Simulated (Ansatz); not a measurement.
A nudged elastic band was laid between two geometries of C2H9GeNSi (14 atoms, charge 0, multiplicity 1).

Level of theory: RHF/def2-SVP in Ansatz 0.2.0.

* movable images: 9
* climbing image: yes
* spring: 5.0 eV/Å²
* optimiser: quadratic models (default)
* start path: through a guess of the saddle point
* force threshold: 0.03 eV/Å
* iteration limit: 60
* end points: relaxed

Initial state:

```xyz
14
Properties=species:S:1:pos:R:3
N -1.609 -0.210 1.682
C -0.509 -0.779 1.888
Ge 0.680 -1.153 0.356
C -0.033 -0.232 -1.219
Si 0.353 1.608 -1.379
H -2.136 -0.074 2.534
H -0.197 -1.077 2.898
H 0.729 -2.676 0.138
H 2.103 -0.685 0.715
H 0.321 -0.743 -2.118
H -1.118 -0.358 -1.178
H 1.802 1.803 -1.643
H -0.406 2.204 -2.507
H 0.009 2.342 -0.138
```

Final state:

```xyz
14
Properties=species:S:1:pos:R:3
N -0.986 -0.649 2.624
C -0.265 0.022 1.779
Ge 0.550 -1.023 0.323
C 0.092 -0.198 -1.402
Si 0.272 1.680 -1.541
H -1.429 -0.178 3.395
H -1.162 -1.643 2.598
H 0.096 -2.509 0.330
H 2.072 -0.984 0.534
H 0.721 -0.665 -2.166
H -0.941 -0.464 -1.649
H 1.590 2.127 -1.028
H 0.179 2.079 -2.970
H -0.802 2.376 -0.799
```

Q: Which bonds break or form, and what moves?

A: Bonds broken: C2–H7. Bonds formed: N1–H7.

Q: What energy profile does the band end with?

A: It converged. The highest image is number 5 of 0 to 10, 4.30 eV above the first end and 2.92 eV above the last; the last end lies 1.38 eV above the first. Neighbouring images differ by up to 2.2 eV, so the band resolves the path poorly. A vibrational analysis at the climbing image gives one clearly imaginary mode, 1754i cm⁻¹: a first-order saddle point. The orbitals stay closed-shell, which can raise the energy where a bond breaks towards radicals; this wasn't checked here.

| image | path coordinate (Å) | energy (eV) | C2–H7 (Å) | N1–H7 (Å) |
| --- | --- | --- | --- | --- |
| 0 | 0.00 | 0.00 | 1.10 | 2.06 |
| 1 | 0.39 | 0.01 | 1.10 | 2.05 |
| 2 | 0.78 | 0.03 | 1.10 | 2.05 |
| 3 | 1.17 | 0.26 | 1.08 | 1.95 |
| 4 | 1.56 | 2.12 | 1.10 | 1.64 |
| 5 | 1.94 | 4.30 | 1.27 | 1.27 |
| 6 | 2.61 | 2.25 | 1.87 | 1.00 |
| 7 | 3.27 | 1.44 | 2.06 | 1.01 |
| 8 | 3.93 | 1.40 | 2.06 | 1.01 |
| 9 | 4.60 | 1.38 | 2.06 | 1.01 |
| 10 | 5.26 | 1.38 | 2.06 | 1.01 |

Q: What is the geometry of the highest image?

A: 
```xyz
14
Properties=species:S:1:pos:R:3
N -1.452 -0.252 1.825
C -0.186 -0.601 2.062
Ge 0.805 -1.087 0.406
C 0.020 -0.242 -1.191
Si 0.313 1.608 -1.409
H -1.917 -0.008 2.695
H -1.151 -1.348 2.398
H 0.755 -2.622 0.280
H 2.269 -0.662 0.592
H 0.396 -0.761 -2.078
H -1.058 -0.422 -1.146
H 1.754 1.881 -1.640
H -0.452 2.132 -2.568
H -0.108 2.354 -0.197
```

Time of the run: 5.6 min on 2 threads of AMD EPYC 9R45 96-Core Processor (Zen 5), with other jobs on the host, peak memory 0.39 GiB.
